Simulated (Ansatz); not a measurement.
Species: [Zn(OCH3)2] (charge 0, multiplicity 1), formula C2H6O2Zn.

Question: How many basis functions does frozen-core CCSD(T)/def2-TZVPP // PBE-D3(BJ)/def2-SVP (Ansatz, a program for electronic structure) use, how many core orbitals are frozen, and how many electrons are correlated?

Answer: 272 basis functions and 9 frozen orbitals, which leaves 46 correlated electrons. Core time is of the order of minutes.
